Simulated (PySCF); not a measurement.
Species: C6H5F3O.
Atom-mapped SMILES: `[F:1][C:2]([F:3])([F:4])[CH2:5][c:6]1[cH:7][cH:8][o:9][cH:10]1` (hydrogens: H11, H12 on C5; H13 on C7; H14 on C8; H15 on C10)

Structure used (GFN2-xTB), in Å, numbered top down from 1:
```
atom  x, y, z in Å
F1    -1.857   -1.604   -0.272
C2    -1.965   -0.280   -0.456
F3    -1.653   -0.044   -1.737
F4    -3.269    0.016   -0.320
C5    -1.102    0.510    0.515
C6     0.339    0.161    0.331
C7     1.251    0.755   -0.584
C8     2.426    0.092   -0.417
O9     2.305   -0.857    0.523
C10    1.045   -0.816    0.972
H11   -1.440    0.264    1.523
H12   -1.275    1.570    0.318
H13    1.047    1.556   -1.263
H14    3.381    0.200   -0.890
H15    0.763   -1.514    1.734
```

Computed, not measured: PBE0/pcSseg-1 in PySCF (dipole) on a GFN2-xTB geometry, gas phase.

Masses are those of the commonest isotopes; rigid-rotor values at the optimised geometry. The values belong to one conformer with, in the numbering `[F:1][C:2]([F:3])([F:4])[CH2:5][c:6]1[cH:7][cH:8][o:9][cH:10]1`, C2–C5–C6–C7 87°.

Q: What are A, B and C (GHz)?

A: Ia = 155.48, Ib = 629.50, Ic = 670.77 u·Å²; 505379 MHz·u·Å²/I gives 3250, 802.8 and 753.4 MHz, that is A = 3.2505, B = 0.8028, C = 0.7534 GHz.

Q: What kind of rotor is it?

A: A near-prolate asymmetric top: κ = (2 × 802.8 − 3250 − 753.4)/(3250 − 753.4) = -0.96.

Q: Is it planar, by Δ = Ic − Ia − Ib?

A: Not planar: Δ = Ic − Ia − Ib = -114.21 u·Å². For a rigid frame Δ = −2 Σ m c², so Σ m c² = 57.11 u·Å² lies off the ab plane: 6.64 from hydrogen and 50.47 from heavier atoms. The atom farthest from that plane is 1.76 Å away.

Q: Give the other two planar moments, Paa and Pbb, and the rms extents of the mass along the axes.

A: Paa = Σ m a² = (Ib + Ic − Ia)/2 = 572.39 and Pbb = Σ m b² = (Ia + Ic − Ib)/2 = 98.37 u·Å². With the mass M = 150.03 u, the rms extents √(P/M) along a, b and c are 1.95, 0.81, 0.62 Å.

Q: Where do the levels up to J = 2 lie, in K?

A: Above 0(0,0), as E/k:
J = 1: 1(0,1) 0.075, 1(1,1) 0.192, 1(1,0) 0.195
J = 2: 2(0,2) 0.224, 2(1,2) 0.339, 2(1,1) 0.346, 2(2,1) 0.699, 2(2,0) 0.699
Those of J = 1 are B + C, A + C and A + B.

Q: Which lines would a microwave search look for?

A: The dipole components are |μa| = 1.31 D, |μb| = 0.32 D, |μc| = 1.62 D. The squared components, which scale the intensities, stand as 0.65 : 0.04 : 1.00 (a : b : c). Some lines, for components of 0.1 D or more:

```
type  branch         J(Ka,Kc)    MHz  lower level (cm⁻¹)
   b       R  2(0,2) ← 1(1,1)    664               0.134
   c       Q  2(1,2) ← 2(0,2)   2399               0.156
   b       Q  1(1,0) ← 1(0,1)   2497               0.052
   a       R  3(1,3) ← 2(1,2)   4594               0.236
   a       R  4(1,3) ← 3(1,2)   6322               0.399
   b       Q  2(2,0) ← 2(1,1)   7344               0.241
   b       Q  2(2,1) ← 2(1,2)   7491               0.236
   a       R  5(3,3) ← 4(3,2)   7784               1.261
   b       R  3(2,2) ← 2(1,1)  12012               0.241
   c       R  3(2,1) ← 2(1,1)  12015               0.241
   c       Q  5(3,3) ← 5(2,3)  12342               1.109
   b       Q  5(3,2) ← 5(2,3)  12343               1.109
   b       Q  5(3,3) ← 5(2,4)  12368               1.108
   b       R  3(3,1) ← 2(2,0)  17030               0.486
   c       R  3(3,0) ← 2(2,0)  17030               0.486
   b       Q  5(4,2) ← 5(3,3)  17304               1.521
   b       Q  5(5,0) ← 5(4,1)  22249               2.098
   b       Q  5(5,1) ← 5(4,2)  22249               2.098
   b       R  4(4,0) ← 3(3,1)  23531               1.054
   b       R  5(4,1) ← 4(3,2)  25088               1.261
```

Q: Estimate the classical rotational partition function at 100 K, 200 K and 500 K.

A: Point group C1, symmetry number σ = 1; q = (√π/σ)·√((kT/h)³/(ABC)), k/h = 20836.6 MHz/K: 120000 at 100 K, 340000 at 200 K, 1340000 at 500 K.

Whether it is a minimum is left open (no frequencies). No vibrational averaging or centrifugal distortion is included, and the geometry carries the error of its method.
